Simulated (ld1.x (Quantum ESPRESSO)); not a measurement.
## Plane-wave convergence, TM potential for Eu

Eu, norm-conserving Troullier–Martins (Kleinman–Bylander form), made with ld1.x (Quantum ESPRESSO) 7.5 (PBE, scalar-relativistic). Core [Kr] 4d10 5s2, reference 4f7 5p6 5d0 6s1.75 6p0.25. Waves: 5p (bound): rc 2.55 bohr; 5d (bound, empty): rc 3.85 bohr; 4f (bound): rc 1.00 bohr; 6s (bound): rc 2.55 bohr. Local part: the s channel. Core correction: Bessel-smoothed model core, default radius (core density twice the valence density).

Occupied shells without a wave of their own: 6p. They enter only through the test configuration that unscreens the potential, and ld1.x also counts them in the model core charge.

The pseudo-atom Hamiltonian at the reference potential is diagonalised in spherical Bessel functions j_l(qr) that vanish at 20 bohr, with q² up to the cutoff. All-electron valence levels (Ry): 5p -1.7730, 6p -0.0998, 5d -0.1334, 4f -0.2247, 6s -0.2808.

Q: How do the lowest levels (Ry) of each channel move with the cutoff, and are there ghosts?

A:

| cutoff (Ry) | p #1 | p #2 | p #3 | d #1 | f #1 | f #2 | s #1 | s #2 | Σ f·Δε (mRy) |
| --- | --- | --- | --- | --- | --- | --- | --- | --- | --- |
| 8 | -1.6938 | -0.0857 | 0.0408 | -0.1174 | 0.0811 | 0.1934 | -0.2714 | -0.0081 | 2630.6 |
| 15 | -1.7725 | -0.0863 | 0.0406 | -0.1333 | 0.0811 | 0.1934 | -0.2798 | -0.0106 | 2143.5 |
| 25 | -1.7730 | -0.0865 | 0.0405 | -0.1334 | 0.0811 | 0.1933 | -0.2803 | -0.0107 | 2139.9 |
| 35 | -1.7731 | -0.0865 | 0.0405 | -0.1334 | 0.0811 | 0.1933 | -0.2806 | -0.0107 | 2138.8 |
| 50 | -1.7731 | -0.0865 | 0.0405 | -0.1334 | 0.0811 | 0.1933 | -0.2807 | -0.0107 | 2138.6 |
| 70 | -1.7731 | -0.0866 | 0.0405 | -0.1334 | 0.0811 | 0.1933 | -0.2808 | -0.0107 | 2138.5 |
| 100 | -1.7731 | -0.0866 | 0.0405 | -0.1334 | 0.0811 | 0.1933 | -0.2808 | -0.0107 | 2138.4 |
| 140 | -1.7731 | -0.0866 | 0.0405 | -0.1334 | 0.0811 | 0.1930 | -0.2808 | -0.0107 | 2138.3 |
| 180 | -1.7731 | -0.0866 | 0.0405 | -0.1334 | 0.0808 | 0.1740 | -0.2808 | -0.0107 | 2136.1 |
| 260 | -1.7731 | -0.0866 | 0.0405 | -0.1334 | -0.2105 | 0.0812 | -0.2808 | -0.0107 | 97.2 |
| 400 | -1.7731 | -0.0866 | 0.0405 | -0.1334 | -0.2244 | 0.0812 | -0.2808 | -0.0107 | 0.0 |

Result: no extra level below or beside the all-electron valence levels (p, d, f, s tested); 10 mRy is reached at over 300 Ry and 1 mRy at over 300 Ry.

ld1.x takes every shell without a wave as core, so the model core holds the 6p electrons as well and exchange and correlation see them twice. This cancels in the reference configuration, but the file is broken for other ones, and its errors say nothing about a proper core correction. 4 of 7 tests not solved or not reliable.
